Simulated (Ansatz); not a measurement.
## Nudged elastic band run: ClH$_{7}$OSi$_{2}$

The input (input.yaml):

```yaml
crystal:
  periodic: [false, false, false]
  atoms:
    - { symbol: Si, position_ang: [-0.362838, 0.498944, -0.352854] }
    - { symbol: Cl, position_ang: [1.4949, 1.2989, 0.091939] }
    - { symbol: O, position_ang: [-0.324972, -1.130318, -0.158176] }
    - { symbol: Si, position_ang: [0.162505, -2.438159, 0.75058] }
    - { symbol: H, position_ang: [-0.66205, 0.804719, -1.772458] }
    - { symbol: H, position_ang: [-1.3446, 1.112671, 0.579325] }
    - { symbol: H, position_ang: [0.3187, 3.923134, -0.948049] }
    - { symbol: H, position_ang: [-0.182603, 4.419694, -1.230969] }
    - { symbol: H, position_ang: [1.651052, -2.477306, 0.831485] }
    - { symbol: H, position_ang: [-0.407702, -2.343265, 2.12744] }
    - { symbol: H, position_ang: [-0.342291, -3.668813, 0.081838] }
basis:
  gaussian: { orbitals: def2-SVP }
hamiltonian:
  xc: pbe0
neb:
  order_check: false
  images: 5
  f_tol: 0.03
  max_iterations: 60
  final_atoms:
    - { symbol: Si, position_ang: [-1.12349742, 0.93298405, -0.76438415] }
    - { symbol: Cl, position_ang: [2.36161776, 1.88530864, 1.00709496] }
    - { symbol: O, position_ang: [0.14179232, -0.00308258, -0.17739509] }
    - { symbol: Si, position_ang: [0.33944927, -1.54745734, 0.45322028] }
    - { symbol: H, position_ang: [-1.90806039, 0.13442201, -1.75250956] }
    - { symbol: H, position_ang: [-2.0134873, 1.34659317, 0.35944031] }
    - { symbol: H, position_ang: [1.5203207, 1.09326152, 0.40401359] }
    - { symbol: H, position_ang: [-0.52104455, 2.12546848, -1.41755429] }
    - { symbol: H, position_ang: [1.80058318, -1.82045187, 0.49754864] }
    - { symbol: H, position_ang: [-0.24677519, -1.61549372, 1.82356869] }
    - { symbol: H, position_ang: [-0.35079737, -2.53135134, -0.43294239] }
  initial_path:
    images:
      - { positions_ang: [[-0.362838, 0.498944, -0.352854], [1.4949, 1.2989, 0.091939], [-0.324972, -1.130318, -0.158176], [0.162505, -2.438159, 0.75058], [-0.66205, 0.804719, -1.772458], [-1.3446, 1.112671, 0.579325], [0.3187, 3.923134, -0.948049], [-0.182603, 4.419694, -1.230969], [1.651052, -2.477306, 0.831485], [-0.407702, -2.343265, 2.12744], [-0.342291, -3.668813, 0.081838]] }
      - { positions_ang: [[-0.43432245, 0.61707148, -0.38844529], [1.57760815, 1.40085497, 0.07124302], [-0.33370417, -0.98646085, -0.12971264], [0.16523201, -2.31338069, 0.723311], [-0.68092606, 0.7789563, -1.81266303], [-1.3498021, 1.19182163, 0.6029999], [0.40748388, 3.53822863, -0.83346558], [-0.24015416, 3.83910152, -1.1038341], [1.64207564, -2.31410331, 0.81183437], [-0.43066935, -2.26315612, 2.07829533], [-0.32272039, -3.48873255, -0.01946199]] }
      - { positions_ang: [[-0.50580691, 0.73519897, -0.42403657], [1.6603163, 1.50280994, 0.05054705], [-0.34243635, -0.8426037, -0.10124927], [0.16795903, -2.18860238, 0.696042], [-0.69980213, 0.75319359, -1.85286806], [-1.35500419, 1.27097225, 0.6266748], [0.49626776, 3.15332326, -0.71888216], [-0.29770531, 3.25850903, -0.97669921], [1.63309928, -2.15090063, 0.79218374], [-0.45363669, -2.18304723, 2.02915066], [-0.30314978, -3.3086521, -0.12076198]] }
      - { positions_ang: [[-0.57729136, 0.85332645, -0.45962786], [1.74302445, 1.60476491, 0.02985107], [-0.35116852, -0.69874655, -0.07278591], [0.17068604, -2.06382407, 0.66877301], [-0.71867819, 0.72743089, -1.89307308], [-1.36020629, 1.35012288, 0.6503497], [0.58505165, 2.76841789, -0.60429874], [-0.35525647, 2.67791655, -0.84956431], [1.62412291, -1.98769794, 0.7725331], [-0.47660404, -2.10293835, 1.98000599], [-0.28357918, -3.12857165, -0.22206197]] }
      - { positions_ang: [[-0.75936005, 0.87987898, -0.56121329], [1.94922222, 1.69827949, 0.35559903], [-0.18684824, -0.46685856, -0.10765564], [0.22694045, -1.89170183, 0.5969221], [-1.11513893, 0.52976126, -1.84621857], [-1.57796663, 1.34894631, 0.5533799], [0.896808, 2.21003243, -0.26819463], [-0.41051916, 2.49376719, -1.0388943], [1.682943, -1.93194925, 0.68087162], [-0.39999442, -1.9404568, 1.92786022], [-0.30598524, -2.92949822, -0.29235544]] }
      - { positions_ang: [[-0.94142873, 0.90643152, -0.66279872], [2.15541999, 1.79179406, 0.681347], [-0.02252796, -0.23497057, -0.14252536], [0.28319486, -1.71957958, 0.52507119], [-1.51159966, 0.33209163, -1.79936407], [-1.79572697, 1.34776974, 0.45641011], [1.20856435, 1.65164698, 0.06790948], [-0.46578186, 2.30961783, -1.2282243], [1.74176309, -1.87620056, 0.58921013], [-0.3233848, -1.77797526, 1.87571446], [-0.32839131, -2.73042478, -0.36264892]] }
      - { positions_ang: [[-1.12349742, 0.93298405, -0.76438415], [2.36161776, 1.88530864, 1.00709496], [0.14179232, -0.00308258, -0.17739509], [0.33944927, -1.54745734, 0.45322028], [-1.90806039, 0.13442201, -1.75250956], [-2.0134873, 1.34659317, 0.35944031], [1.5203207, 1.09326152, 0.40401359], [-0.52104455, 2.12546848, -1.41755429], [1.80058318, -1.82045187, 0.49754864], [-0.24677519, -1.61549372, 1.82356869], [-0.35079737, -2.53135134, -0.43294239]] }
```

Command:

```bash
$ ansatz run input.yaml --threads 2 --pin off --max-ram 3072MiB --backend cpu --events-out ev --progress --plain --runs-dir out
```

Output, in part (warnings, iteration lines, the closing report on the highest movable image, with atoms numbered from 0):

```
NEB end point (image 0): max|allowed force component| = 2.644e-2 eV/Å (the criterion of neb.relax_end_points is 1.000e-2)
NEB end point (image 6): max|allowed force component| = 1.935e-2 eV/Å (the criterion of neb.relax_end_points is 1.000e-2)
NEB iter   1: max|band force component| = 6.162e0 eV/Å  barrier→ = 2.6125 eV  barrier← = 1.9746 eV  Δτ_max = 0.2000 Å  (164 SCF iters)
NEB iter   2: max|band force component| = 2.811e0 eV/Å  barrier→ = 1.9962 eV  barrier← = 1.3582 eV  Δτ_max = 0.2000 Å  (129 SCF iters)
NEB iter   3: max|band force component| = 1.665e0 eV/Å  barrier→ = 2.1649 eV  barrier← = 1.5270 eV  Δτ_max = 0.1981 Å  (129 SCF iters)
NEB iter   4: max|band force component| = 5.646e-1 eV/Å  barrier→ = 2.2212 eV  barrier← = 1.5833 eV  Δτ_max = 0.1996 Å  (124 SCF iters)
NEB iter   5: max|band force component| = 1.132e0 eV/Å  barrier→ = 2.1447 eV  barrier← = 1.5067 eV  Δτ_max = 0.1008 Å  (119 SCF iters)
NEB iter   6: max|band force component| = 5.192e-1 eV/Å  barrier→ = 2.0322 eV  barrier← = 1.3942 eV  Δτ_max = 0.2000 Å  (122 SCF iters)
NEB iter   7: max|band force component| = 1.112e0 eV/Å  barrier→ = 1.7951 eV  barrier← = 1.1571 eV  CI = image 3  Δτ_max = 0.2000 Å  (127 SCF iters)
NEB iter   8: max|band force component| = 7.496e-1 eV/Å  barrier→ = 2.2127 eV  barrier← = 1.5747 eV  CI = image 3  Δτ_max = 0.1934 Å  (122 SCF iters)
NEB iter   9: max|band force component| = 1.950e0 eV/Å  barrier→ = 2.2159 eV  barrier← = 1.5779 eV  CI = image 3  Δτ_max = 0.1089 Å  (124 SCF iters)
NEB iter  10: max|band force component| = 5.595e-1 eV/Å  barrier→ = 2.2180 eV  barrier← = 1.5800 eV  CI = image 3  Δτ_max = 0.1912 Å  (118 SCF iters)
NEB iter  11: max|band force component| = 3.856e-1 eV/Å  barrier→ = 2.2103 eV  barrier← = 1.5724 eV  CI = image 3  Δτ_max = 0.1348 Å  (120 SCF iters)
NEB iter  12: max|band force component| = 4.638e-1 eV/Å  barrier→ = 2.2036 eV  barrier← = 1.5657 eV  CI = image 3  Δτ_max = 0.0659 Å  (113 SCF iters)
NEB iter  13: max|band force component| = 2.058e-1 eV/Å  barrier→ = 2.1975 eV  barrier← = 1.5595 eV  CI = image 3  Δτ_max = 0.0696 Å  (112 SCF iters)
NEB iter  14: max|band force component| = 1.920e-1 eV/Å  barrier→ = 2.1913 eV  barrier← = 1.5534 eV  CI = image 3  Δτ_max = 0.0918 Å  (113 SCF iters)
NEB iter  15: max|band force component| = 1.780e-1 eV/Å  barrier→ = 2.1845 eV  barrier← = 1.5465 eV  CI = image 3  Δτ_max = 0.1306 Å  (113 SCF iters)
NEB iter  16: max|band force component| = 1.791e-1 eV/Å  barrier→ = 2.1763 eV  barrier← = 1.5384 eV  CI = image 3  Δτ_max = 0.1320 Å  (115 SCF iters)
NEB iter  17: max|band force component| = 3.498e-1 eV/Å  barrier→ = 2.1655 eV  barrier← = 1.5276 eV  CI = image 3  Δτ_max = 0.0667 Å  (115 SCF iters)
NEB iter  18: max|band force component| = 2.119e-1 eV/Å  barrier→ = 2.1569 eV  barrier← = 1.5190 eV  CI = image 3  Δτ_max = 0.0666 Å  (112 SCF iters)
NEB iter  19: max|band force component| = 3.099e-1 eV/Å  barrier→ = 2.1494 eV  barrier← = 1.5115 eV  CI = image 3  Δτ_max = 0.0336 Å  (112 SCF iters)
NEB iter  20: max|band force component| = 1.332e-1 eV/Å  barrier→ = 2.1459 eV  barrier← = 1.5079 eV  CI = image 3  Δτ_max = 0.0666 Å  (113 SCF iters)
NEB iter  21: max|band force component| = 2.391e-1 eV/Å  barrier→ = 2.1399 eV  barrier← = 1.5019 eV  CI = image 3  Δτ_max = 0.0334 Å  (112 SCF iters)
NEB iter  22: max|band force component| = 3.420e-1 eV/Å  barrier→ = 2.1374 eV  barrier← = 1.4995 eV  CI = image 3  Δτ_max = 0.0166 Å  (114 SCF iters)
NEB iter  23: max|band force component| = 2.103e-1 eV/Å  barrier→ = 2.1364 eV  barrier← = 1.4984 eV  CI = image 3  Δτ_max = 0.0166 Å  (110 SCF iters)
NEB iter  24: max|band force component| = 8.386e-2 eV/Å  barrier→ = 2.1354 eV  barrier← = 1.4974 eV  CI = image 3  Δτ_max = 0.0333 Å  (112 SCF iters)
NEB iter  25: max|band force component| = 7.477e-2 eV/Å  barrier→ = 2.1340 eV  barrier← = 1.4960 eV  CI = image 3  Δτ_max = 0.0333 Å  (111 SCF iters)
NEB iter  26: max|band force component| = 1.325e-1 eV/Å  barrier→ = 2.1334 eV  barrier← = 1.4954 eV  CI = image 3  Δτ_max = 0.0166 Å  (112 SCF iters)
NEB iter  27: max|band force component| = 8.429e-2 eV/Å  barrier→ = 2.1332 eV  barrier← = 1.4953 eV  CI = image 3  Δτ_max = 0.0167 Å  (108 SCF iters)
NEB iter  28: max|band force component| = 2.566e-2 eV/Å  barrier→ = 2.1331 eV  barrier← = 1.4951 eV  CI = image 3  Δτ_max = 0.0095 Å  (112 SCF iters)
NEB iter  29: max|band force component| = 2.686e-2 eV/Å  barrier→ = 2.1329 eV  barrier← = 1.4949 eV  CI = image 3  Δτ_max = 0.0000 Å  (145 SCF iters)
Total energy: -30415.56655497 eV, -1117.7514544838 hartree
Atom 0 at    -0.777497     0.942378    -0.494524 Å, force    -0.005102    -0.005828    -0.003876 eV/Å
Atom 1 at     1.125521     1.256009     1.173427 Å, force     0.001424     0.002325    -0.003546 eV/Å
Atom 2 at    -0.505020    -0.662514    -0.410559 Å, force     0.006952    -0.000711     0.004582 eV/Å
Atom 3 at     0.342307    -1.805307     0.498341 Å, force    -0.000129     0.001725    -0.011556 eV/Å
Atom 4 at    -1.385615     1.081708    -1.851464 Å, force     0.003347     0.001582    -0.001254 eV/Å
Atom 5 at    -1.611064     1.680525     0.478687 Å, force     0.005313     0.001418     0.004954 eV/Å
Atom 6 at     0.784662     1.921644    -0.402595 Å, force    -0.000670    -0.001770     0.007307 eV/Å
Atom 7 at     0.349941     2.081024    -1.174507 Å, force    -0.005785     0.000213    -0.004383 eV/Å
Atom 8 at     1.786576    -1.768670     0.145416 Å, force    -0.002425    -0.001334     0.003578 eV/Å
Atom 9 at     0.126223    -1.612031     1.956749 Å, force    -0.003467     0.001805     0.004089 eV/Å
Atom 10 at    -0.235934    -3.114565     0.081131 Å, force     0.000543     0.000575     0.000106 eV/Å
Dipole moment:    -0.233113     0.082400    -0.339361 e Å
```

It converged. The band force fell under the threshold earlier too, but the program's further tests of the path sent the band on. Neighbouring images differ by up to 2.0 eV, so the band resolves the path poorly. A vibrational analysis at the climbing image gives one clearly imaginary mode, 805i cm⁻¹: a first-order saddle point. The orbitals stay closed-shell, which can raise the energy where a bond breaks towards radicals; this wasn't checked here.

Final band (atoms are numbered from 1 in the order of the input):

| image | path coordinate (Å) | energy (kcal/mol) | Si1–Cl2 (Å) | H7–H8 (Å) | Si1–H8 (Å) |
| --- | --- | --- | --- | --- | --- |
| 0 | 0.00 | 0.0 | 2.07 | 0.76 | 4.02 |
| 1 | 2.15 | 0.1 | 2.07 | 0.76 | 4.13 |
| 2 | 4.30 | 2.1 | 2.08 | 0.76 | 3.31 |
| 3 | 6.45 | 49.2 | 2.55 | 0.90 | 1.74 |
| 4 | 7.66 | 18.5 | 3.43 | 1.73 | 1.51 |
| 5 | 8.87 | 16.9 | 3.73 | 2.47 | 1.49 |
| 6 | 10.09 | 14.7 | 4.02 | 2.92 | 1.49 |

Time of the run: 5.3 min on 2 threads of Intel(R) Xeon(R) Processor @ 2.70GHz (shared host), peak memory 0.24 GiB.
